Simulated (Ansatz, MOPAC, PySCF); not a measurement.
System: AlOBr, charge 0, multiplicity 1. SMILES: [O]=[Al][Br]
Geometry: optimised at B3LYP-D3(BJ)/def2-TZVP (Ansatz, a quantum-chemistry and plane-wave program).

Unscaled harmonic wavenumbers (cm⁻¹) in rising order, each level at the stationary point that it reaches from this structure (no distance between atoms moves by over 0.3 Å); the order of modes can differ between levels, and a negative number is imaginary. B3LYP-D3(BJ)/def2-TZVP (PySCF, at the structure above): 164, 164, 368, 1112.

PM6 (MOPAC): 218, 218, 474, 1352. Zero-point energy 3.2 against 2.6 kcal/mol; where all levels lie over 400 cm⁻¹, the wavenumbers are on average 1.216 times those of B3LYP-D3(BJ)/def2-TZVP.

B3LYP/6-31G* with LANL2DZ past Ar (Ansatz): 153, 153, 356, 1110. Zero-point energy 2.5 against 2.6 kcal/mol; where all levels lie over 400 cm⁻¹, the wavenumbers are on average 0.998 times those of B3LYP-D3(BJ)/def2-TZVP.
